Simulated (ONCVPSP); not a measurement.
**Sr: one change to an ONCV potential, before and after**

strontium, optimised norm-conserving Vanderbilt (ONCV), made with ONCVPSP 4.0.1 (PBE, scalar-relativistic). Core [Ar] 3d10 4s2, reference 4p6 5s1.75 (charge +0.25). Waves: 5s: rc 3.40 bohr, ncon 3, nbas 7, qcut 2.1 1/bohr, 1 projector; 4p: rc 2.35 bohr, ncon 5, nbas 9, qcut 6.6 1/bohr, 2 projectors, debl 3.5 Ha; d scattering state at 0.15 Ha: rc 2.75 bohr, ncon 4, nbas 8, qcut 4 1/bohr, 2 projectors, debl 2.4 Ha. Local part: polynomial inside 1.70 bohr (lpopt 5, dvloc0 6 Ha). Core correction: Teter function fitted to the true core (icmod 2), fcfact 0.65.

In the d channel the program set the typed energies aside and used 0.050, 2.450 Ha.

All-electron outer shells of the reference configuration (PBE, scalar-relativistic, ld1.x):

```
shell  level (eV)  outermost node (bohr)  outermost maximum (bohr)
   4p      -24.28                   0.61                      1.33
   5s       -4.67                   1.65                      3.62
```

Change: all radii but the core radius scaled by about 1.12 (s 3.82, p 2.64, d 3.08 bohr); local potential polynomial inside 1.90 bohr (lpopt 5, dvloc0 6 Ha). In the d channel the program set the typed energies aside and used -0.094, 2.306 Ha.

Cutoffs: the cutoffs (Ha) at which the residual kinetic energy of the hardest occupied pseudo-wave falls to 1 and 0.1 mHa per electron; they do not see the model core or the augmentation charge, which bear on the density cutoff. Errors are all-electron minus pseudo energies relative to the spin-unpolarised reference configuration.

What does the change do?

The potential gets softer (7.6 Ha and 15 Ha → 7.5 Ha and 9.7 Ha); of the 4 tests that both files solve, the error grows in 0 and shrinks in 3 by more than 15 % and 0.3 meV (median size 14.2 → 6.4 meV); neither file shows a bound ghost. A larger radius leaves more room for a smooth pseudo-wave, so fewer plane waves are needed. That the errors move this way runs against the usual rule that smaller radii transfer better.

| quantity | base | changed |
| --- | --- | --- |
| cutoff, loose | 7.6 Ha | 7.5 Ha |
| cutoff, tight | 15 Ha | 9.7 Ha |
| loose cutoff by channel | s 1.5 Ha, p 7.6 Ha | s 1.4 Ha, p 7.5 Ha |
| bound ghosts | none | none |
| GHOST(+) flags under 300 eV | none | none |
| error for 4p6 5s2, meV [ΔE -1.02 eV] | +0.4 | +0.3 |
| error for 4p6 5s1, meV [ΔE 4.86 eV] | +5.3 | +4.1 |
| error for 4p6 5s0, meV [ΔE 15.87 eV] | +36 | +27 |
| error for 4p6 4d1 5s0, meV [ΔE 6.63 eV] | -23 | -8.7 |
| rms error of d²Exc/dni dnj with the model core, mHa | 0.46 | 0.42 |

Base: The cutoffs count occupied waves only; projector 2 of the d channel, the hardest unoccupied one, needs 26 Ha at the loose tolerance. Changed file: The cutoffs count occupied waves only; projector 2 of the d channel, the hardest unoccupied one, needs 20 Ha at the loose tolerance.
